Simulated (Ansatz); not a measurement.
Species: C2H10O4Si2, net charge 0, singlet state. 
Structure (B3LYP-D3(BJ)/def2-TZVP (Ansatz, a first-principles code) minimum search):
```xyz
18

C     -1.5861    -0.8742     1.8498
Si    -1.5995    -0.8159    -0.0148
C     -2.6944     0.5548    -0.6484
O     -0.0585    -0.5848    -0.5797
Si     1.2517     0.2927    -0.2219
O      2.1671     0.4667    -1.5696
O      0.6883     1.6997     0.3997
O      2.2272    -0.3752     0.9074
H     -2.5848    -1.0820     2.2415
H     -0.9110    -1.6508     2.2143
H     -1.2525     0.0822     2.2583
H     -2.0439    -2.1194    -0.5660
H     -2.3367     1.5205    -0.2846
H     -2.6999     0.5829    -1.7399
H     -3.7250     0.4218    -0.3107
H      1.7059     0.5669    -2.4057
H      1.3236     2.2727     0.8361
H      2.8838    -1.0049     0.5998
```
Charge 0, spin multiplicity 1.

Property: vertical triplet-singlet gap (E(triplet) - E(singlet); each state is the SCF solution reached for its spin), in kcal/mol. Valence correlation only, unless marked. UHF or UKS for open shells. Spin-orbit coupling is left out. Non-relativistic. 

```tsv
level	program	vertical triplet-singlet gap (kcal/mol)
HF/aug-cc-pV(T+d)Z	Ansatz	161.1
SVWN5/def2-TZVPD	Ansatz	142.5
PBE/def2-TZVPD	Ansatz	142.3
r2SCAN/def2-TZVPD	Ansatz	154.5
B3LYP/def2-TZVPD	Ansatz	160.2
PBE0/def2-TZVPD	Ansatz	165.5
BHLYP/def2-TZVPD	Ansatz	178.6
wB97M-V/def2-TZVPD	Ansatz	182.0
B2PLYP/def2-TZVPD	Ansatz	182.9
```
